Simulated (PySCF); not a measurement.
Excitation energy of B by level of theory

B [He] 2s2 2p1 (2P) → B [He] 2s1 2p1 3s1 (4P), as a difference of total energies. Computed with PySCF 2.14 in dyall-av3z, with scalar relativity by spin-free X2C-1e. Correlated levels: valence: 1s2 frozen; virtual orbitals above 40 to 60 times the deepest correlated orbital energy dropped. The calculations carry no spin-orbit coupling.

```json
{"method": "UHF", "excitation energy (eV)": "8.015"}
{"method": "MP2 (valence)", "excitation energy (eV)": "9.102"}
{"method": "SCS-MP2 (valence)", "excitation energy (eV)": "9.381"}
{"method": "CCSD (valence)", "excitation energy (eV)": "9.537"}
{"method": "CCSD(T) (valence)", "excitation energy (eV)": "9.572"}
```

Task: How much does correlation contribute at CCSD(T) (valence)?

Result: 9.572 − (8.015) = 1.557 eV, measured against UHF.

The upper state lies above the first ionisation limit, but in LS coupling its spin forbids autoionisation to the ground ion. A Rydberg-like electron needs more diffuse functions than a valence basis has.

The promoted electron is Rydberg-like, and one or two diffuse shells describe it only roughly, which tends to raise the upper state.
